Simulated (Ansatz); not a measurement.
Cost and result up the ladder for In₇P₇H₂₀, a nanocrystal cut from zinc blende InP (hydrogen-capped) (34 atoms). Total charge 0; singlet. Geometry: PBE-D4/def2-SVP.

```xyz
34

In    4.040    0.714   -0.319
In   -3.695    2.026    0.561
In    0.588    1.013    2.243
In    0.169    1.446   -2.075
In    1.957   -2.431   -2.681
In   -1.453   -2.070   -0.070
In    2.379   -2.876    1.729
P    -2.208    2.578   -1.489
P     1.588    1.770    0.021
P     3.172   -1.739   -0.480
P    -1.836    2.191    2.358
P    -3.652   -0.552    0.300
P     0.093   -1.463    1.868
P    -0.289   -1.065   -2.106
H     4.823    0.994    1.212
H     4.526    1.300   -1.886
H    -5.200    2.851    0.789
H     1.330    1.519    3.730
H     0.623    2.249   -3.546
H     2.620   -1.576   -4.047
H     1.453   -4.097   -2.611
H    -2.108   -3.675   -0.168
H     3.303   -2.298    3.088
H     1.836   -4.503    1.424
H    -2.079    4.006   -1.490
H    -3.080    2.490   -2.623
H     1.719    3.193    0.152
H     4.421   -2.425   -0.669
H    -1.685    3.592    2.622
H    -2.477    1.858    3.596
H    -4.406   -1.056    1.410
H    -4.626   -0.849   -0.709
H    -0.624   -1.869    3.042
H    -1.221   -1.247   -3.181
```

Ansatz on 2 threads of AMD EPYC 7R13 on a shared host and a share (18 GiB) of an NVIDIA H100 80GB HBM3. Times are rough, and most runs start from the orbitals of an earlier one. PBE0-D4/def2-TZVP serves as the yardstick here, not as an exact answer. Differences are given only for rows in sets of like size (and for xTB, whose basis is part of the method), since another set adds its own error. Binding counts from free atoms at the same level (In doublet, P quartet, H doublet; other spins of the atoms weren't run), without zero-point energy or a counterpoise term.

In the def2 sets In takes a core potential; there is no spin–orbit coupling. Single mean-field runs in def2-SVP, def2-TZVP are fitted with def2-universal-jkfit.

```json
{"level": "PBE-D4/def2-SVP", "functions": "408", "wall time": "6.5 s", "binding energy per atom (eV)": "2.49", "difference from PBE0-D4/def2-TZVP (eV)": "–"}
{"level": "PBE0-D4/def2-SVP", "functions": "408", "wall time": "7.5 s", "binding energy per atom (eV)": "2.49", "difference from PBE0-D4/def2-TZVP (eV)": "–"}
{"level": "PBE-D4/def2-TZVP", "functions": "729", "wall time": "8.5 s", "binding energy per atom (eV)": "2.51", "difference from PBE0-D4/def2-TZVP (eV)": "0.00"}
{"level": "r2SCAN-D4/def2-TZVP", "functions": "729", "wall time": "11 s", "binding energy per atom (eV)": "2.52", "difference from PBE0-D4/def2-TZVP (eV)": "0.01"}
{"level": "PBE0-D4/def2-TZVP (with forces)", "functions": "729", "wall time": "14 s", "binding energy per atom (eV)": "2.50", "difference from PBE0-D4/def2-TZVP (eV)": "0.00"}
```
